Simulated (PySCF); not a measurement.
CH₄BrFO₂Si. Atoms are numbered in the order given.

```xyz
10

C     -2.2488    -0.1075    -1.4110
O     -1.2520     0.8302    -1.0489
Si     0.2550     0.5075    -0.5326
O      1.1128    -0.2221    -1.7239
F      0.9193     1.9127    -0.1202
Br     0.2392    -0.7678     1.2919
H     -1.9312    -0.7142    -2.2758
H     -2.4856    -0.7828    -0.5708
H     -3.1579     0.4477    -1.6832
H      1.9642    -0.6168    -1.5004
```

Coordinates come from a B3LYP-D3(BJ)/def2-SVP optimisation. Other conformers were not sampled.

Method: PySCF with TDA-ωB97X/def2-SVPD.

Vertical excitations. Isolated molecule, no solvent.

Computed lowest excited states:
| state | energy (eV) | λ (nm) | f | main pairs |
|---|---|---|---|---|
| S1 | 7.66 | 162 | 0.039 | HOMO→LUMO 59 % |
| S2 | 7.74 | 160 | 0.044 | HOMO−1→LUMO 57 %, HOMO−1→LUMO+1 10 % |
| S3 | 8.54 | 145 | 0.029 | HOMO−2→LUMO 51 %, HOMO→LUMO 8 % |
| S4 | 8.72 | 142 | 0.037 | HOMO→LUMO+1 17 %, HOMO−1→LUMO+1 11 %, HOMO−4→LUMO 10 %, HOMO→LUMO+4 8 % |
| S5 | 8.94 | 139 | 0.059 | HOMO−1→LUMO+4 14 %, HOMO−1→LUMO+1 14 %, HOMO−1→LUMO 13 %, HOMO−2→LUMO 7 % |
| S6 | 9.06 | 137 | 0.044 | HOMO−3→LUMO 52 % |
| S7 | 9.17 | 135 | 0.132 | HOMO−4→LUMO 39 %, HOMO−3→LUMO 8 %, HOMO→LUMO+4 6 % |
| S8 | 9.22 | 135 | 0.018 | HOMO→LUMO+5 34 %, HOMO→LUMO+7 20 %, HOMO→LUMO+2 12 % |
| S9 | 9.39 | 132 | 0.007 | HOMO−1→LUMO+5 23 %, HOMO−2→LUMO+2 14 %, HOMO−1→LUMO+7 12 %, HOMO→LUMO+6 10 % |
| S10 | 9.47 | 131 | 0.031 | HOMO→LUMO+6 19 %, HOMO→LUMO+2 12 %, HOMO→LUMO+1 11 %, HOMO−2→LUMO+2 11 % |
| T1 | 7.14 | 174 | 0 | HOMO→LUMO 43 %, HOMO→LUMO+1 10 %, HOMO−1→LUMO 9 %, HOMO→LUMO+4 9 % |
| T2 | 7.23 | 172 | 0 | HOMO−1→LUMO 43 %, HOMO−1→LUMO+1 11 %, HOMO−1→LUMO+4 9 %, HOMO→LUMO 7 % |
| T3 | 8.08 | 154 | 0 | HOMO−2→LUMO 43 % |
| T4 | 8.37 | 148 | 0 | HOMO−4→LUMO 25 %, HOMO→LUMO+1 16 %, HOMO→LUMO 15 % |
Triplets are in the Tamm–Dancoff approximation.
